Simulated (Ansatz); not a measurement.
Reaction (formal exchange of groups at a C–Cl bond): `BSC(=C)Cl` + SiH₄ → `BSC(=C)[SiH3]` + HCl

Calculated with Ansatz (gas phase, PBE0-D4/def2-TZVP geometries, no zero-point term in ΔE). CCSD(T)/CBS is the MP2 limit (def2-TZVPP, def2-QZVPP) plus CCSD(T) − MP2 in def2-TZVPP, frozen cores. This one scheme is used for every species. DFT in def2-TZVPP. Each species was taken in one conformer, which may not be the lowest.

```json
{"level": "PBE0-D4", "ΔE (kcal/mol)": "-15.6"}
{"level": "ωB97X-V", "ΔE (kcal/mol)": "-15.4"}
{"level": "ωB97M-V", "ΔE (kcal/mol)": "-16.2"}
{"level": "PBE0", "ΔE (kcal/mol)": "-14.8"}
{"level": "HF/def2-TZVPP", "ΔE (kcal/mol)": "-16.2"}
{"level": "SCS-MP2/def2-TZVPP", "ΔE (kcal/mol)": "-16.1"}
{"level": "HF/def2-QZVPP", "ΔE (kcal/mol)": "-16.4"}
{"level": "HF/CBS(def2)", "ΔE (kcal/mol)": "-16.4"}
```

(1) What does CCSD(T)/CBS give? (An estimate is asked.)

Largest T1 diagnostic among the species: 0.014.

Results:

(1) The calculation gave: -17.1 kcal/mol. The listed levels differ from it by 1.5, 1.7, 0.9, 2.3, 0.9, 1.0, 0.7, 0.7 kcal/mol.

From PBE to PBE0 (25 % exact exchange), in def2-TZVPP and without D4, ΔE moves by −1.5 kcal/mol. The D4 term adds −1.4 kcal/mol with B3LYP and −0.8 kcal/mol with PBE0; it sums over pairs of atoms, weighted by their polarisabilities, and B3LYP, whose exchange is more repulsive, gets the larger term.

B3LYP here is the variant with VWN-RPA as its local correlation; programs differ in this.
